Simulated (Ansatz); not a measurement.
A run for Ansatz (a first-principles code): R-PBE/def2-TZVPPD on CH3I (SMILES CI). Elements past Kr take the def2 small-core potentials; no spin–orbit coupling. Files ending in .json are basis or fitting sets from the Basis Set Exchange.

Ansatz 0.2 input:
```yaml
crystal:
  periodic: [false, false, false]
  atoms:
    - {symbol: C, position_ang: [-0.25518642, 1.55912569, 3.80461296]}
    - {symbol: I, position_ang: [0.04370399, -0.54752268, 4.18220198]}
    - {symbol: H, position_ang: [-0.52432823, 1.64366790, 2.75749487]}
    - {symbol: H, position_ang: [-1.05233698, 1.88892881, 4.46036335]}
    - {symbol: H, position_ang: [0.67961504, 2.05858709, 4.03061693]}
basis:
  gaussian:
    orbitals: def2-TZVPPD.json
hamiltonian:
  xc: {name: PBE}
scf: {lower_state_search: off}
```

The head of its log:

```
WARN ansatz: RAYON_NUM_THREADS=1 ignored (pool sized by the plan → 1); use --threads N
Functional definition: PBE
these checks for a lower state are left out or cut short: stability, starts, cluster_reference, orbital_swaps, neighbouring_geometries, increment
integrals: 0.04 GiB planned
765 factors; their error is unknown
mean field: 0.42 GiB planned
mean field evaluation 1: about -9176.9847 eV, gradient 6.0e1 eV
mean field evaluation 2: about -9157.6444 eV, gradient 9.5e1 eV
```

Problem. What total energy does the run end on?

Solution. -337.5622 hartree.
